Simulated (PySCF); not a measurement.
C5H5F.

```xyz
11

F      0.0005     2.0542     0.0000
C     -0.0672     0.7241     0.0000
C     -1.1791    -0.0380     0.0000
C     -0.7401    -1.4422     0.0000
C      0.6110    -1.5114     0.0000
C      1.1754    -0.1140     0.0000
H     -2.2083     0.3183     0.0000
H     -1.4249    -2.2919     0.0000
H      1.2211    -2.4142     0.0000
H      1.8040     0.0943     0.8854
H      1.8040     0.0943    -0.8854
```
Charge 0, spin multiplicity 1.

Coordinates come from a B3LYP-D3(BJ)/def2-SVP optimisation. The values are those of a single conformer.

Computed with PySCF with PBE/pcSseg-1. Non-relativistic, no solvent.

Computed absolute GIAO shielding of each atom: isotropic value and principal components (ppm):
| atom | σ(iso) | σ11 | σ22 | σ33 | span |
|---|---|---|---|---|---|
| F1 | 268.0 | 148.9 | 229.6 | 425.6 | 276.7 |
| C2 | 0.2 | -78.1 | 31.4 | 47.2 | 125.3 |
| C3 | 68.7 | -10.2 | 73.8 | 142.4 | 152.7 |
| C4 | 41.6 | -58.7 | 44.1 | 139.6 | 198.3 |
| C5 | 54.9 | -45.7 | 65.1 | 145.4 | 191.2 |
| C6 | 138.0 | 129.7 | 134.5 | 149.8 | 20.0 |
| H7 | 25.4 | 24.0 | 24.1 | 28.2 | 4.2 |
| H8 | 24.7 | 23.6 | 23.8 | 26.8 | 3.3 |
| H9 | 25.4 | 24.1 | 25.4 | 26.6 | 2.5 |
| H10 | 28.2 | 24.5 | 26.7 | 33.4 | 9.0 |
| H11 | 28.2 | 24.5 | 26.7 | 33.4 | 9.0 |
